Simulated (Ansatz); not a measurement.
Be6S5, 11 atoms. Hardware: 4 threads of Arm Neoverse V1 on a shared host.

Correlated methods freeze 25 core orbitals.

**Question.** How many basis functions does each of these Ansatz runs have, and roughly what does it cost? MP2/def2-TZVP, charge 0 singlet, energy, from earlier orbitals; HF/STO-3G, charge 0 singlet, energy; B3LYP-D4/def2-TZVP, charge 0 singlet, energy, from earlier orbitals; CCSD(T)/def2-SVP, charge 0 singlet, energy, from earlier orbitals; r2SCAN-D4/def2-TZVP, charge 0 singlet, energy, from earlier orbitals; HSE06-D4/def2-TZVP, charge 0 singlet, energy, from earlier orbitals; PBE0-D4/def2-SVP, charge 0 singlet, energy, from earlier orbitals; PBE-D4/def2-TZVP, charge 0 singlet, energy and forces, from earlier orbitals; r2SCAN-D4/def2-SVP, charge 0 singlet, relaxation, 15 steps; r2SCAN0-D4/def2-TZVP, charge 0 singlet, energy, from earlier orbitals; PBE0-D4/def2-TZVP, charge 0 singlet, energy, from earlier orbitals; PBE-D4/def2-SVP, charge 0 singlet, energy, from earlier orbitals.

**Answer.** Other jobs shared the machine, so times can vary by a factor of up to 3. A dash marks memory too small to be measured apart from the calling script's.

| run | functions | fitting or Cholesky vectors | wall time | peak host memory (GiB) |
| --- | --- | --- | --- | --- |
| HF/STO-3G, charge 0 singlet, energy | 75 | 948 | 0.8 s | – |
| PBE-D4/def2-SVP, charge 0 singlet, energy, from earlier orbitals | 144 | 1829 | 2.4 s | – |
| PBE0-D4/def2-SVP, charge 0 singlet, energy, from earlier orbitals | 144 | 1558 | 3.9 s | – |
| PBE-D4/def2-TZVP, charge 0 singlet, energy and forces, from earlier orbitals | 299 | 2151 | 6.5 s | 0.6 |
| MP2/def2-TZVP, charge 0 singlet, energy, from earlier orbitals | 299 | 2007 | 10 s | 0.97 |
| HSE06-D4/def2-TZVP, charge 0 singlet, energy, from earlier orbitals | 299 | 2201 | 11 s | 1.6 |
| B3LYP-D4/def2-TZVP, charge 0 singlet, energy, from earlier orbitals | 299 | 2201 | 11 s | 1.5 |
| PBE0-D4/def2-TZVP, charge 0 singlet, energy, from earlier orbitals | 299 | 2201 | 12 s | 1.5 |
| r2SCAN-D4/def2-TZVP, charge 0 singlet, energy, from earlier orbitals | 299 | 2151 | 13 s | 0.64 |
| r2SCAN0-D4/def2-TZVP, charge 0 singlet, energy, from earlier orbitals | 299 | 2201 | 17 s | 1.5 |
| CCSD(T)/def2-SVP, charge 0 singlet, energy, from earlier orbitals | 144 | 1558 | 38 s | 1.1 |
| r2SCAN-D4/def2-SVP, charge 0 singlet, relaxation, 15 steps | 144 | 1829 | 53 s | – |
